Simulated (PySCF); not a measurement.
B(Cl)2(OH) (BCl2HO), SMILES ClB(O)Cl. Atoms are numbered in the order given.

```xyz
5

B      0.3653     0.0091     0.0000
Cl    -0.5585    -1.5089     0.0000
Cl    -0.4796     1.5526     0.0000
O      1.7167     0.0127     0.0000
H      2.0874    -0.8897     0.0000
```

Coordinates come from a PBE-D3(BJ)/def2-SVP optimisation. Other conformers were not sampled.

Method: PBE0/pcJ-1 (PySCF).

Isotropic couplings with Fermi-contact, spin-dipole and both spin-orbit terms, one fixed conformer, no vibrational averaging. Isotopes: 11B, 1H.

Computed spin–spin coupling constants:
```csv
pair,bonds apart,J (Hz)
B1–H5,2,-4.1
```
